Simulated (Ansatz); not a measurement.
C2H6ClFSi2, SMILES C=C(F)[Si@H]([SiH3])Cl.

Coordinates come from a PBE0-D3(BJ)/def2-SVP optimisation. The structure was generated by enumeration; whether it is a known compound was not checked. Other conformers were not sampled.

Two levels are set side by side: PBE/def2-SVPD (Ansatz, a first-principles code) and ωB97X-V/def2-SVPD (Ansatz). Energy differences of separate SCF runs at the same geometry; the states with an electron removed or added have multiplicity 2 and 2. Differences are taken from unrounded values.

```json
[
 {"quantity": "vertical ionisation energy (eV)", "ωB97X-V": "9.97", "PBE": "9.31", "PBE minus ωB97X-V": "-0.65"},
 {"quantity": "vertical singlet–triplet gap (eV)", "ωB97X-V": "4.30", "PBE": "4.16", "PBE minus ωB97X-V": "-0.14"}
]
```
